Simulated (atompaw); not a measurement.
Pseudopotential generation for hydrogen (H): PAW (atompaw), PBE, scalar-relativistic.

| Property | Result |
| --- | --- |
| Element | H (Z = 1) |
| Generator | atompaw 4.2.0.5 |
| Type | PAW |
| Functional | PBE |
| Relativity | scalar-relativistic |
| Frozen core | none |
| Valence charge | 1 |
| Reference configuration | 1s1 |
| Partial waves | 1s (bound): rc 0.75 bohr; 1s channel at 0.05 Ry: rc 0.75 bohr; 2p channel at 0.45 Ry: rc 0.65 bohr |
| Local potential | troulliermartins scheme with l = 2 at 0 Ry, radius 0.72 bohr |
| Core correction | none |
| Augmentation charge | sinc compensation charge, radius 0.55 bohr; PAW radius 0.75 bohr; waves and projectors: custom rrkj vanderbiltortho |

All-electron outer shells of the reference configuration (PBE, scalar-relativistic, ld1.x):

| shell | level (eV) | outermost node (bohr) | outermost maximum (bohr) |
| --- | --- | --- | --- |
| 1s | -6.49 | – | 1.03 |

Problem. Does the generator finish with these settings?

Solution. Yes, a potential is produced.

Problem. Estimate the cutoffs (Ry, on a coarse ladder) from which the occupation-weighted sum of valence levels, in a spherical-Bessel basis at the reference potential, stays within 10 and 1 mRy of its value at 400 Ry.

Solution. 30 Ry and 55 Ry.

Problem. What does a ghost test show?

Solution. No extra level below or beside the all-electron valence levels (s, p, d, f tested).

Problem. Is the overlap operator S = 1 + Σ q|β⟩⟨β| positive definite (Bessel basis up to 400 Ry)?

Solution. Yes: its lowest eigenvalue is 0.64 (p channel).
